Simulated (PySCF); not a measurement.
Compound: C₆H₄FNS.
Numbering: `[F:1][c:2]1[cH:3][c:4]2[s:5][cH:6][cH:7][c:8]2[nH:9]1`

Structure used (GFN2-xTB), in Å, numbered top down from 1:
```xyz
13
C6H4FNS angstrom
F     -3.1742    0.6677   -0.5683
C     -1.9461    0.2914   -0.1999
C     -1.5634   -0.5420    0.8122
C     -0.1543   -0.5688    0.7261
S      1.2071   -1.2844    1.5059
C      2.2746   -0.4764    0.4002
C      1.6433    0.2999   -0.5182
C      0.2463    0.2480   -0.3320
N     -0.8809    0.7765   -0.8984
H     -2.1978   -1.0521    1.5053
H      3.3290   -0.6345    0.5067
H      2.1480    0.8695   -1.2766
H     -0.9357    1.4059   -1.6807
```

NICS is the negative of the GIAO shielding at a point without a nucleus: at the ring centre (0) and 1 Å above and below it (1); zz is the component along the ring normal. Level: GIAO PBE0/pcSseg-1 (PySCF, non-relativistic, gas phase) on the GFN2-xTB geometry, one conformer.

Ring bond lengths (Å), with Mayer bond orders in brackets: C2–C3 1.366 (1.56), C3–C4 1.412 (1.24), C4–C8 1.395 (1.34), C8–N9 1.368 (1.02), N9–C2 1.363 (1.17); C4–S5 1.724 (1.07), S5–C6 1.736 (1.14), C6–C7 1.358 (1.59), C7–C8 1.410 (1.23), C8–C4 1.395 (1.34).

Question: What do the NICS probes read (ppm)?

Answer: 
```csv
ring,type,NICS(0),"NICS(1), two faces","NICS(1)zz, two faces",rms pucker (Å),"centre to ring atoms, mean (Å)"
C2–C3–C4–C8–N9,5-membered ring with N; formal bonds all aromatic,-15.0,-10.2 / -10.2,-25.4 / -25.4,0.00,1.17
C4–S5–C6–C7–C8,5-membered ring with S; formal bonds all aromatic,-13.0,-10.4 / -10.4,-23.8 / -23.8,0.00,1.29
```

Question: What can be read from them?

Answer: 
- C2–C3–C4–C8–N9: mean NICS(1)zz -25.4 ppm, shielded. The ring is flat and has no four-coordinate atom; by the NICS criterion it is aromatic, though in fused rings the probe also feels the neighbouring ring.
- C4–S5–C6–C7–C8: mean NICS(1)zz -23.8 ppm, shielded. The ring is flat and has no four-coordinate atom; by the NICS criterion it is aromatic, though in fused rings the probe also feels the neighbouring ring.

Question: How equal are the bonds by HOMA? HOMA takes Krygowski's 1993 parameters.

Answer: 
- C2–C3–C4–C8–N9: HOMA 0.91; the largest term is that of C3–C4, α(R − Ropt)² = 0.15. The geometric and the magnetic index point the same way.
- C4–S5–C6–C7–C8: HOMA 0.82; the largest term is that of S5–C6, α(R − Ropt)² = 0.33. The geometric and the magnetic index point the same way.

Question: What is the mean of the two in-plane components of NICS at the first NICS(1) probe listed for ring C2–C3–C4–C8–N9, 1 Å off the ring?

Answer: The isotropic value is a third of the trace: (3 × -10.2 − (-25.4))/2 = -2.6 ppm.

Question: Give the inner angles of the rings and the Hirshfeld charges of the ring atoms.

Answer: 
- C2–C3–C4–C8–N9: C2 112.2° (+0.115 e), C3 104.2° (-0.122 e), C4 108.8° (-0.065 e), C8 107.7° (+0.002 e), N9 107.1° (-0.080 e); sum 540.0° against 540° for a flat convex ring.
- C4–S5–C6–C7–C8: C4 111.0° (-0.065 e), S5 90.2° (+0.084 e), C6 114.3° (-0.092 e), C7 110.5° (-0.086 e), C8 114.0° (+0.002 e); sum 540.0° against 540° for a flat convex ring.

Question: What are the shieldings of the ring atoms and their hydrogens in the same run (means over atoms taken as equivalent)?

Answer: 
```tsv
atoms	environment	σ isotropic (ppm)	principal values of the symmetric part, first atom (ppm)
C2	aromatic C–F carbon	29.8	-27.3, 53.0, 63.5
C3	aromatic CH carbon	100.9	56.8, 80.4, 165.5
C4	ring-fusion aromatic carbon	55.9	2.3, 32.3, 133.1
S5	thiophene-type sulfur	355.0	206.8, 414.1, 444.1
C6	aromatic CH next to a ring sulfur	58.4	-24.2, 63.0, 136.4
C7	aromatic CH carbon	73.3	-5.2, 64.8, 160.2
C8	ring-fusion aromatic carbon	56.4	-3.3, 53.1, 119.4
N9	pyrrole-type nitrogen	127.4	77.2, 132.4, 172.6
H10	aromatic hydrogen	25.59	21.0, 26.8, 29.0
H11	aromatic hydrogen	24.84	21.2, 25.1, 28.3
H12	aromatic hydrogen	24.81	20.7, 25.6, 28.2
H13	N–H hydrogen	24.16	16.9, 24.3, 31.2
```

The run took 23 s wall on Arm Neoverse V1, one thread, no GPU, on a shared host, and the process peaked at 0.81 GiB of memory. This is the whole shielding run at PBE0/pcSseg-1, SCF included.
